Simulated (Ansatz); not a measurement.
CH$_{7}$FGeO$_{2}$Si (`[OH][GeH2][CH2][SiH](O)F`) at its PBE0-D4/def2-TZVP geometry, where that method's forces vanish. Total charge 0; spin multiplicity 1.

```xyz
13

O    -0.4197   -1.4843    1.1443
Ge    1.1586   -0.7475    0.6697
C     0.6905    0.2994   -0.8979
Si   -0.9367    1.1878   -0.7230
O    -2.1249    0.1599   -0.3198
F    -0.7121    2.2943    0.4146
H    -0.4092   -1.9312    1.9926
H     2.1448   -1.8940    0.3730
H     1.6666    0.1076    1.8445
H     0.6414   -0.3779   -1.7554
H     1.4931    1.0184   -1.0870
H    -1.3522    1.9111   -1.9421
H    -1.8402   -0.5436    0.2865
```

Problem. What forces (eV/Å) does ωB97M-V/def2-TZVPP give on these atoms in Ansatz? (An estimate is asked.)

Solution. The calculation gave: 
```
O1  -0.028 -0.042  0.076
Ge2  0.179  0.036  0.003
C3   0.021 -0.010 -0.024
Si4  0.027  0.046 -0.293
O5  -0.023 -0.119  0.078
F6   0.034  0.087  0.109
H7  -0.023  0.006 -0.034
H8  -0.081  0.093  0.023
H9  -0.045 -0.063 -0.089
H10  0.004  0.051  0.055
H11 -0.058 -0.046  0.006
H12  0.053 -0.087  0.146
H13 -0.061  0.048 -0.055
```
